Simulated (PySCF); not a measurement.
## Spinor energies of As(21+) (arsenic, charge +21)

Start: [Ne] 3s2. Calculated with PySCF 2.14 in an even-tempered Gaussian basis (19 s from 2.5 bohr⁻², ratio 2.4; 13 p from 3.2 bohr⁻², ratio 2.4; 5 d from 11 bohr⁻², ratio 2.6; 4 f from 17 bohr⁻², ratio 2.6): generalised Hartree-Fock with the X2C-1e Hamiltonian and a Gaussian nucleus; one run each with spin-orbit coupling (SO) switched off, then screened by Boettger's factors.

```tsv
spinor shell	electrons	ε, spin-free (eV)	ε, screened SO (eV)	weight of nominal j (screened SO)	rms radius, screened SO (bohr)
1s1/2	2	-12855.8	-12855.6	1.000	0.0524
2s1/2	2	-2439.9	-2439.9	1.000	0.215
2p1/2	2	-2246.0	-2271.9	1.000	0.190
3s1/2	2	-907.45	-907.45	1.000	0.535
```

(1) Where does 2p3/2 lie, and what is the 2p spin-orbit splitting (screened SO)?

```tsv
quantity	spin-free	screened SO
E (hartree)	-1996.21969	-1996.30691
M_J	0	0
⟨J²⟩	0.000	0.000
⟨L²⟩	0.000	0.001
⟨S²⟩	0.000	0.001
```

Without spin-orbit coupling the j labels of p, d and f shells carry no meaning; the spin-free column gives the mean over the occupied spinors of each nl shell.

## Answers

(1) At -2233.5 eV, 38.347 eV above 2p1/2.
